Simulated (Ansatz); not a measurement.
Cd3F4⁺. Total charge 1; doublet. Geometry r2SCAN-D4/def2-SVP.

```xyz
7

Cd   -1.224    0.755    1.280
Cd   -0.351   -1.756   -0.748
Cd    1.410    1.100   -0.749
F     1.592   -0.982   -1.083
F    -0.753    0.464   -0.907
F    -1.297   -1.351    1.105
F     0.623    1.769    1.102
```

In the def2 sets Cd takes a core potential; there is no spin–orbit coupling. The structure comes from a short search, and lower isomers may exist.

Q: Estimate the α-spin orbital energies around the gap (eV) in Ansatz with PBE-D4/def2-SVP, PBE-D4/def2-TZVP, r2SCANh-D4/def2-TZVP, PBE0-D4/def2-TZVP, BHLYP-D4/def2-TZVP.

A: 
```tsv
orbital	PBE-D4/def2-SVP	PBE-D4/def2-TZVP	r2SCANh-D4/def2-TZVP	PBE0-D4/def2-TZVP	BHLYP-D4/def2-TZVP
HOMO−9	-13.66	-13.84	-14.78	-15.53	-17.37
HOMO−8	-13.53	-13.75	-14.77	-15.52	-17.36
HOMO−7	-13.52	-13.74	-14.73	-15.44	-17.14
HOMO−6	-13.02	-13.30	-14.42	-15.20	-17.10
HOMO−5	-12.80	-13.05	-14.15	-14.91	-16.82
HOMO−4	-12.78	-13.05	-14.13	-14.89	-16.76
HOMO−3	-12.77	-13.04	-14.12	-14.88	-16.75
HOMO−2	-12.73	-12.99	-14.04	-14.78	-16.62
HOMO−1	-12.73	-12.98	-14.03	-14.77	-16.61
HOMO	-9.45	-9.60	-9.64	-9.79	-9.97
LUMO	-8.48	-8.61	-8.29	-7.89	-7.24
LUMO+1	-8.46	-8.59	-8.27	-7.87	-7.21
LUMO+2	-5.04	-5.19	-4.61	-4.43	-3.79
LUMO+3	-4.18	-4.37	-3.74	-3.53	-2.79
LUMO+4	-4.17	-4.28	-3.63	-3.47	-2.78
LUMO+5	-4.16	-4.28	-3.63	-3.47	-2.73
β HOMO	-12.66	-12.90	-13.94	-14.68	-16.52
β LUMO	-9.11	-9.25	-8.49	-8.18	-7.38
```
